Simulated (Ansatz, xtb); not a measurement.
The molecule MoCl, multiplicity 6 (lowest of 2S+1 = 2, 4, 6, 8 at CCSD(T)/def2-TZVPP on PBE0 minima; our sources give no spin for the ground state, which may be another). No spin–orbit coupling.

The constants come from a fifth-degree fit in 1/R (seven points, main isotopes). Runs in def2 and cc sets follow the lowest solution found near the PBE0 minimum.

Correlated levels freeze the inner cores; with def2 sets outer-core shells near the valence are correlated too. CBS(a, b) extrapolates the correlation energy as X⁻³ and adds the Hartree–Fock energy of set b.

Programs: Ansatz (a quantum-chemistry and plane-wave program) with Gaussian orbitals; xtb for the GFN methods. Each number belongs to the level named beside it. In def2 rows elements past Kr take small-core potentials, without spin–orbit coupling. The GFN methods have no spin term and hold the electronic entropy of 300 K.

Task: What bond length and harmonic frequency does GFN1-xTB give?

Result: r_e = 2.229 Å, ω_e = 419 cm⁻¹.

Task: What bond length and harmonic frequency does B2PLYP/def2-TZVPP give?

Result: r_e = 2.292 Å, ω_e = 378 cm⁻¹.

Task: What bond length and harmonic frequency does CCSD(T)/CBS(def2-TZVPP, def2-QZVPP) give?

Result: r_e = 2.297 Å, ω_e = 373 cm⁻¹.
